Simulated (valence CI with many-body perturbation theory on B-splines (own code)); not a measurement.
Pr⁴⁵⁺ in three bases

Computed by relativistic CI+MBPT: four valence electrons over a frozen Dirac-Fock core [Ne], a basis of 9 s, 9 p, 8 d, 6 f, 3 g, 1 h functions for each j, with the one-electron correlation potential Σ1, the two-electron term Σ2, the three-electron term Σ3, Breit, model QED; selected CI, second order for the rest, scaled by the run's own slope (own B-spline code, finite nucleus).

No measured spectrum was set against this ion. As an estimate, large intervals hold to a few tenths of a per cent, small ones and those within an open d or f shell to about a per cent.

The reference run has the lowest level (3s^2 3p1/2^2) J=0 and an ionisation energy of 3730.76 eV. Its largest variational space holds 20000 state functions.

Levels are named by their leading jj configuration (3d3/2^4 stands for four electrons in 3d with j = 3/2), which in mixed levels can hold well under half, so a name can repeat and another be missing. Letters in brackets count levels of one name in rising energy.

Changed runs:
A. basis 6 s, 6 p, 5 d, 3 f, 1 g
B. basis 5 s, 5 p, 4 d, 2 f

Excitation energies of the reference run in cm⁻¹, and shifts in cm⁻¹:

```
                     Level  Reference       A      B
    (3s^2 3p1/2 3p3/2) J=1     924732     -95   -277
    (3s^2 3p1/2 3p3/2) J=2     982587     +15   +101
    (3s 3p1/2^2 3p3/2) J=2    1871250    -122   -337
        (3s^2 3p3/2^2) J=2    1949290     -54   -104
    (3s 3p1/2^2 3p3/2) J=1    2048670     +15    +74
        (3s^2 3p3/2^2) J=0    2074470     +59   +236
    (3s^2 3p1/2 3d3/2) J=2    2255660    +184   +419
    (3s^2 3p1/2 3d3/2) J=1    2502530    +409  +1332
    (3s^2 3p1/2 3d5/2) J=2    2554940     +63    +87
    (3s^2 3p1/2 3d5/2) J=3    2577030    +266   +722
(3s 3p1/2 3p3/2^2) J=2 [a]    2808520     -14    +66
    (3s 3p1/2 3p3/2^2) J=3    2885100    -4.5    +80
    Ionisation energy (eV)    3730.76  -0.032  -0.10
```
